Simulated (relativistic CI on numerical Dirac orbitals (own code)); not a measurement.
V⁺ in a cubic cluster: L2,3 absorption with charge transfer

Computed with a charge-transfer multiplet model of a cubic metal-ligand cluster with up to one ligand hole, Slater and spin-orbit integrals from Dirac-Coulomb-Breit ions, Slater integrals scaled by 0.9. The ground state mixes d4 with configurations of k ligand holes L, whose averages lie at kΔ + k(k − 1)U_dd/2; a core hole lowers each added d electron by U_cd. 300 K, Lorentzian 0.4 eV and Gaussian 0.3 eV FWHM.

Atomic integrals in eV (Slater integrals scaled, ζ unscaled), ground: F2dd 6.798, F4dd 4.177, zeta_d 0.015; with the core hole: F2dd 7.692, F4dd 4.741, zeta_d 0.025, zeta_core 4.617, F2cd 4.213, G1cd 2.979, G3cd 1.688.

Cluster parameters (eV): U_dd = 6.1, U_cd = 7.9, 10Dq = 0.35, 10Dq(ligand) = 0.2, V(eg) = 2.6, V(t2g) = -1.42, final-state hopping factor = 1.

```
       Case   n_d    d4   d5L     S
 Δ = 7.7 eV  4.20  0.80  0.20  2.00
 Δ = 9.7 eV  4.15  0.85  0.15  2.00
Δ = 11.7 eV  4.12  0.88  0.12  2.00
```

Weights, n_d and S are thermal averages at 300 K. Photon energies count from the first peak over 30 % of the highest in each spectrum, which can be another peak from case to case. The parameters are a model scan and need not match a compound or its usual spin state. Peaks in eV (height, largest 100):
- Δ = 7.7 eV: -2.8 (6), 0.0 (100), 0.7 (82), 4.5 (23), 5.3 (31), 6.2 (25), 7.9 (42)
- Δ = 9.7 eV: -2.9 (6), 0.0 (100), 0.6 (83), 4.4 (25), 5.2 (34), 6.3 (27), 7.9 (42)
- Δ = 11.7 eV: -3.0 (7), -2.3 (8), 0.0 (100), 0.6 (85), 4.4 (26), 5.2 (36), 6.3 (28), 8.0 (44)

Curve for Δ = 11.7 eV (points under 2 left out, the grid thinned):

(E (eV), Intensity): (-3.6, 2.2), (-3.3, 4.5), (-2.9, 6.3), (-2.6, 6.4), (-2.3, 8.3), (-1.9, 9.5), (-1.6, 13.7), (-1.3, 25.4), (-0.9, 38.4), (-0.6, 55.8), (-0.3, 79.6), (0.0, 100.0), (0.4, 83.6), (0.7, 83.1), (1.0, 75.9), (1.4, 59.6), (1.7, 44.4), (2.0, 37.1), (2.4, 31.3), (2.7, 20.6), (3.0, 13.7), (3.4, 9.6), (3.7, 10.5), (4.0, 16.9), (4.4, 26.0), (4.7, 19.4), (5.0, 27.2), (5.4, 28.0), (5.7, 14.6), (6.0, 19.5), (6.4, 27.2), (6.7, 21.9), (7.0, 19.7), (7.4, 34.0), (7.7, 42.7), (8.0, 44.1), (8.3, 35.2), (8.7, 21.6), (9.0, 14.0), (9.3, 10.3), (9.7, 8.6), (10.0, 7.6), (10.3, 4.9), (10.7, 2.9), (11.0, 2.2)

For the case Δ = 9.7 eV, Δ = 9.7 eV is larger than U_dd = 6.1 eV, the Mott-Hubbard side of the Zaanen-Sawatzky-Allen scheme. With the core hole the configuration with one ligand hole lies at Δ + U_dd − U_cd = 5.9, 7.9, 9.9 eV from the one without, in the order of the table; where this is negative the screened configuration lies lower, though the effective hopping of about 5.0 eV (from the holes of the mixed ground state) mixes the two strongly wherever it is as large as the gap.

With at most 1 ligand hole the space is cut while the next configuration still counts, so covalency is underestimated, and a final configuration with one more ligand hole, which can lie low, is missing from the spectra.
